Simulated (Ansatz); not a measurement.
Compare A (`N[Si@H](O)[Si@H](N)O`) with its isomer B (`N[SiH2]O[SiH](N)O`).

Isolated molecules relaxed with PBE0-D4/def2-TZVP in Ansatz; ΔE leaves out vibrations. CCSD(T)/CBS is the MP2 limit (def2-TZVPP, def2-QZVPP) plus CCSD(T) − MP2 in def2-TZVPP, frozen cores. DFT in def2-TZVPP. B3LYP here is the variant with VWN-RPA as its local correlation; programs differ in this. One conformer a species, not always the lowest.

Problem. Which is lower in electronic energy at CCSD(T)/CBS, and by how much? (Estimate.)

Solution. Computed: B, by 159.7 kJ/mol.

Problem. Give E(B) − E(A) in kJ/mol with CCSD(T)/def2-TZVPP, B3LYP-D4, r2SCAN-D4, PBE-D4, CCSD/def2-TZVPP, ωB97M-V, B3LYP. (Estimate.)

Solution. Computed: CCSD(T)/def2-TZVPP -162.2, B3LYP-D4 -156.0, r2SCAN-D4 -156.9, PBE-D4 -130.8, CCSD/def2-TZVPP -165.1, ωB97M-V -162.6, B3LYP -152.6. None reverses the order clearly.

Largest T1 diagnostic: 0.012.

The D4 term adds −3.4 kJ/mol with B3LYP and −1.7 kJ/mol with PBE0; it sums over pairs of atoms, weighted by their polarisabilities, and B3LYP, whose exchange is more repulsive, gets the larger term. From PBE to PBE0 (25 % exact exchange), in def2-TZVPP and without D4, E(B) − E(A) moves by −12.9 kJ/mol.
